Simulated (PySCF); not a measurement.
This PySCF input asks for the NMR shieldings of `C1(F)=C(BF)C1`, C3H3BF2; the geometry comes from GFN2-xTB.

```python
import basis_set_exchange as bse
import numpy as np
from pyscf import gto, dft
from pyscf.prop import nmr

atoms = """
F     2.461976    0.670035   -0.059078
B     1.666757   -0.376037    0.047674
C     0.163643   -0.168912    0.016387
C    -1.063148   -0.627409    0.059187
F    -1.887811   -1.640425    0.164449
C    -1.012824    0.830981   -0.098745
H     2.171093   -1.428959    0.162837
H    -1.248328    1.471205    0.742765
H    -1.237797    1.275515   -1.060656
"""
names = dict.fromkeys(["F", "B", "C", "H"], "pcSseg-1")
basis = {el: gto.basis.parse(bse.get_basis(n, elements=[el], fmt="nwchem")) for el, n in names.items()}
mol = gto.M(atom=atoms, basis=basis, charge=0, verbose=0)
mf = dft.RKS(mol, xc="PBE0")
mf.grids.level = 2
mf.grids.alignment = dft.numint.BLKSIZE   # the property module wants whole blocks of grid points
mf.conv_tol = 1e-9
mf.kernel()

calc = nmr.RKS(mf)   # GIAO
C = mf.mo_coeff
Co = C[:, mf.mo_occ > 0]
resp = mf.gen_response(singlet=True, hermi=2)
def vind(x):   # induced exchange potential for any number of trial vectors
    d = np.einsum("pi,xij,qj->xpq", C, 2 * x.reshape(-1, C.shape[1], Co.shape[1]), Co, optimize=True)
    return np.einsum("xpq,pi,qj->xij", resp(d - d.transpose(0, 2, 1)), C, Co, optimize=True).ravel()
mo1, _ = nmr.rhf.solve_mo1(calc, with_cphf=vind)
sigma = calc.kernel(mo1)
for i, s in enumerate(sigma):   # ppm
    w = np.linalg.eigvalsh((s + s.T) / 2)
    print("%2d %-2s iso %8.1f  s11 %8.1f  s22 %8.1f  s33 %8.1f" % (i, mol.atom_pure_symbol(i), w.mean(), *w))
```

Q: What does it print?

A: 
```
 0 F  iso    206.6  s11     -0.1  s22    112.3  s33    507.6
 1 B  iso     61.4  s11     32.8  s22     59.1  s33     92.3
 2 C  iso    101.9  s11      0.2  s22    131.6  s33    174.0
 3 C  iso     -0.6  s11   -141.9  s22     57.2  s33     83.0
 4 F  iso    260.0  s11     70.6  s22    198.3  s33    511.2
 5 C  iso    164.7  s11    129.6  s22    155.0  s33    209.6
 6 H  iso     26.3  s11     24.3  s22     26.3  s33     28.3
 7 H  iso     29.7  s11     25.2  s22     27.0  s33     36.9
 8 H  iso     29.7  s11     25.2  s22     27.0  s33     36.9
```

These numbers come from an equivalent density-fitted implementation of the same equations, which agrees with the script to about 0.01 ppm for H and up to a few tenths of a ppm for heavy atoms, so last digits may differ.

Size and cost of the density-fitted run: 117 basis functions, 14 s wall time on 1 thread of an Arm Neoverse N1, shared host.
